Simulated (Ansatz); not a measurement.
Born–Oppenheimer molecular dynamics of Al$_{2}$FH$_{4}$N (8 atoms, charge 0, multiplicity 1). It starts from a relaxed structure.

The calculation used RKS B3LYP-D4/6-31G in Ansatz 0.2.0.

| Item | Value |
| --- | --- |
| ensemble | NVT, Nosé–Hoover chain |
| time step | 0.5 fs |
| steps asked | 400 |
| set temperature | 500 K |
| thermostat | time constant 300 fs, chain length 5 |
| seed | 156010 |

Frames 1 fs apart, positions in Å.

Velocities at 75 fs (Å/ps):

```
F -2.21 -0.58 -3.51
Al -1.39 -1.72 5.82
N 4.59 5.58 -1.07
Al 0.27 -0.34 -1.89
H 4.98 -4.31 -12.65
H -7.90 -6.95 -7.09
H 19.59 -3.64 -4.41
H -8.92 3.76 -0.04
```

```xyz
8
Properties=species:S:1:pos:R:3 time_fs=75 energy_less_start_eV=0.233 T=208
F -2.982 -0.145 0.552
Al -1.342 -0.294 0.803
N -0.132 0.723 -0.144
Al 1.529 0.063 -0.657
H -0.908 -1.566 1.671
H -0.481 1.543 -0.635
H 2.429 0.945 -1.528
H 1.716 -1.453 -0.023
8
Properties=species:S:1:pos:R:3 time_fs=76 energy_less_start_eV=0.226 T=216
F -2.985 -0.145 0.548
Al -1.343 -0.296 0.809
N -0.128 0.728 -0.145
Al 1.529 0.062 -0.659
H -0.903 -1.569 1.658
H -0.489 1.537 -0.642
H 2.451 0.943 -1.535
H 1.708 -1.446 -0.025
8
Properties=species:S:1:pos:R:3 time_fs=77 energy_less_start_eV=0.217 T=228
F -2.988 -0.145 0.545
Al -1.343 -0.298 0.815
N -0.123 0.733 -0.146
Al 1.528 0.062 -0.660
H -0.898 -1.570 1.646
H -0.496 1.534 -0.647
H 2.478 0.944 -1.546
H 1.702 -1.435 -0.029
8
Properties=species:S:1:pos:R:3 time_fs=78 energy_less_start_eV=0.214 T=232
F -2.992 -0.146 0.541
Al -1.343 -0.300 0.820
N -0.119 0.736 -0.147
Al 1.528 0.061 -0.661
H -0.892 -1.570 1.635
H -0.503 1.534 -0.652
H 2.507 0.946 -1.560
H 1.698 -1.419 -0.036
8
Properties=species:S:1:pos:R:3 time_fs=79 energy_less_start_eV=0.224 T=220
F -2.996 -0.146 0.537
Al -1.342 -0.301 0.825
N -0.115 0.739 -0.148
Al 1.526 0.060 -0.662
H -0.886 -1.570 1.627
H -0.508 1.536 -0.655
H 2.536 0.948 -1.573
H 1.696 -1.402 -0.044
8
Properties=species:S:1:pos:R:3 time_fs=80 energy_less_start_eV=0.244 T=195
F -3.001 -0.145 0.533
Al -1.340 -0.303 0.830
N -0.112 0.742 -0.149
Al 1.525 0.060 -0.662
H -0.879 -1.570 1.621
H -0.511 1.540 -0.655
H 2.563 0.947 -1.585
H 1.696 -1.385 -0.053
8
Properties=species:S:1:pos:R:3 time_fs=81 energy_less_start_eV=0.266 T=166
F -3.005 -0.145 0.530
Al -1.338 -0.304 0.834
N -0.109 0.744 -0.150
Al 1.524 0.059 -0.663
H -0.871 -1.571 1.617
H -0.512 1.543 -0.653
H 2.587 0.942 -1.595
H 1.700 -1.371 -0.062
8
Properties=species:S:1:pos:R:3 time_fs=82 energy_less_start_eV=0.281 T=147
F -3.010 -0.145 0.526
Al -1.335 -0.305 0.838
N -0.107 0.745 -0.150
Al 1.522 0.059 -0.664
H -0.862 -1.573 1.617
H -0.510 1.546 -0.648
H 2.606 0.933 -1.600
H 1.706 -1.360 -0.069
8
Properties=species:S:1:pos:R:3 time_fs=83 energy_less_start_eV=0.284 T=143
F -3.016 -0.144 0.522
Al -1.332 -0.306 0.841
N -0.106 0.745 -0.151
Al 1.521 0.060 -0.665
H -0.853 -1.576 1.621
H -0.505 1.549 -0.639
H 2.619 0.920 -1.602
H 1.714 -1.356 -0.074
8
Properties=species:S:1:pos:R:3 time_fs=84 energy_less_start_eV=0.273 T=157
F -3.021 -0.143 0.519
Al -1.329 -0.307 0.844
N -0.105 0.745 -0.151
Al 1.519 0.061 -0.666
H -0.843 -1.580 1.627
H -0.499 1.552 -0.629
H 2.625 0.902 -1.599
H 1.726 -1.358 -0.078
8
Properties=species:S:1:pos:R:3 time_fs=85 energy_less_start_eV=0.254 T=183
F -3.026 -0.143 0.515
Al -1.325 -0.307 0.847
N -0.105 0.744 -0.151
Al 1.518 0.062 -0.667
H -0.833 -1.585 1.635
H -0.492 1.558 -0.618
H 2.625 0.881 -1.592
H 1.739 -1.367 -0.079
8
Properties=species:S:1:pos:R:3 time_fs=86 energy_less_start_eV=0.233 T=209
F -3.030 -0.142 0.512
Al -1.321 -0.307 0.849
N -0.105 0.742 -0.150
Al 1.516 0.064 -0.668
H -0.824 -1.588 1.646
H -0.484 1.567 -0.605
H 2.620 0.857 -1.582
H 1.755 -1.379 -0.078
```

Of the whole run (200 fs, mean temperature of the second half 249 K): The conserved energy stayed within 0.097 meV per atom of its start (net change 0.05 meV per atom), so the integration is sound. The mean temperature of the second half is 50 % below the set value. A run of 0.2 ps of so small a system gives no equilibrium averages. Limits of this set-up: no polarisation functions.

Time of the run: 12 min on 1 thread of Arm Neoverse V1, on a shared host, peak memory 0.1 GiB.
